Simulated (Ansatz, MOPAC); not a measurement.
Spectroscopic constants of BCl-, multiplicity 2 (lowest of 2S+1 = 2, 4 at CCSD(T)/def2-TZVPP on PBE0 minima; our sources give no spin for the ground state, which may be another).

Seven points along R, fitted to fifth degree in 1/R; most abundant isotopes. Runs in def2 and cc sets follow the lowest solution found near the PBE0 minimum.

The values were computed with Ansatz (Gaussian orbitals); MOPAC for PM3, PM6 (differences of heats of formation). Values without a source in brackets are computed.

| level | r_e (Å) | ω_e (cm⁻¹) | ω_e x_e (cm⁻¹) | B_e (cm⁻¹) |
|---|---|---|---|---|
| PM3 | 1.904 | 529 | 2.8 | 0.556 |
| PM6 | 1.820 | 656 | 6.2 | 0.608 |
| SVWN5/def2-TZVPP | 1.859 | 564 | 5.9 | 0.582 |
| PBE/def2-TZVPP | 1.904 | 515 | 5.7 | 0.555 |
| r2SCAN/def2-TZVPP | 1.905 | 511 | 6.0 | 0.555 |
| B97M-V/def2-TZVPP | 1.888 | 525 | 7.0 | 0.565 |
| B3LYP/def2-TZVPP | 1.916 | 487 | 6.3 | 0.548 |
| PBE0/def2-TZVPP | 1.894 | 526 | 6.2 | 0.562 |
| BHLYP/def2-TZVPP | 1.907 | 493 | 7.2 | 0.554 |
| CAM-B3LYP/def2-TZVPP | 1.895 | 511 | 6.8 | 0.561 |
| wB97X-V/def2-TZVPP | 1.899 | 518 | 6.7 | 0.558 |
| wB97M-V/def2-TZVPP | 1.895 | 516 | 6.7 | 0.561 |
| B2PLYP/def2-TZVPP | 1.905 | 504 | 6.6 | 0.555 |
| CCSD/aug-cc-pV(T+d)Z | 1.897 | 502 | 7.7 | 0.559 |
| CCSD/def2-TZVPP | 1.912 | 506 | 7.1 | 0.551 |
| CCSD/aug-cc-pV(Q+d)Z | 1.890 | 506 | 7.8 | 0.564 |
| CCSD/def2-QZVPP | 1.908 | 499 | 7.2 | 0.553 |
| CCSD(T)/aug-cc-pV(T+d)Z | 1.894 | 506 | 7.3 | 0.561 |
| CCSD(T)/def2-TZVPP | 1.909 | 512 | 6.6 | 0.552 |
| CCSD(T)/aug-cc-pV(Q+d)Z | 1.887 | 511 | 7.3 | 0.566 |
| CCSD(T)/def2-QZVPP | 1.907 | 504 | 6.7 | 0.554 |
| CCSD(T)/CBS(aug-cc-pV(T+d)Z, aug-cc-pV(Q+d)Z) | 1.884 | 512 | 7.3 | 0.567 |
| CCSD(T)/CBS(def2-TZVPP, def2-QZVPP) | 1.907 | 502 | 6.7 | 0.554 |

Frozen-core correlation. CBS(a, b) extrapolates the correlation energy as X⁻³ and adds the Hartree–Fock energy of set b. The state that PM3, PM6 reach isn't checked.

Ansatz is a first-principles code.
